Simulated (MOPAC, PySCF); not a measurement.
Cl3Ga, SMILES `[Cl][Ga]([Cl])[Cl]`, neutral singlet in the gas phase. 

Cartesian coordinates (Å):
```xyz
4

Cl     2.1094    -0.2505     0.0019
Ga    -0.0035    -0.0029     0.0000
Cl    -0.8454     1.9508    -0.0112
Cl    -1.2745    -1.7088     0.0111
```
Charge 0, spin multiplicity 1.

All levels are single points at this geometry (B3LYP-D3(BJ)/def2-TZVP); Pople sets use spherical d functions. Orbital energies aren't observables, and empty levels follow the basis.

PBE/6-31G* in PySCF gives gap (eV) = 4.80.

Problem. Estimate the gap (eV) from each of these levels: B3LYP-D3(BJ)/def2-TZVP in PySCF; PBE-D3(BJ)/def2-TZVP in PySCF; B3LYP/3-21G in PySCF; B3LYP/6-31G* in PySCF; B3LYP/LANL2DZ in PySCF; BP86/6-31G* in PySCF; SVWN5/6-31G* in PySCF; HF/3-21G in PySCF; HF/6-31G* in PySCF; HF/STO-3G in PySCF; PM6 in MOPAC; PM7 in MOPAC.

Solution. 
```tsv
level	gap (eV)
B3LYP-D3(BJ)/def2-TZVP in PySCF	6.73
PBE-D3(BJ)/def2-TZVP in PySCF	4.97
B3LYP/3-21G in PySCF	6.55
B3LYP/6-31G* in PySCF	6.55
B3LYP/LANL2DZ in PySCF	6.61
BP86/6-31G* in PySCF	4.77
SVWN5/6-31G* in PySCF	4.65
HF/3-21G in PySCF	13.81
HF/6-31G* in PySCF	13.98
HF/STO-3G in PySCF	13.73
PM6 in MOPAC	9.38
PM7 in MOPAC	10.63
```
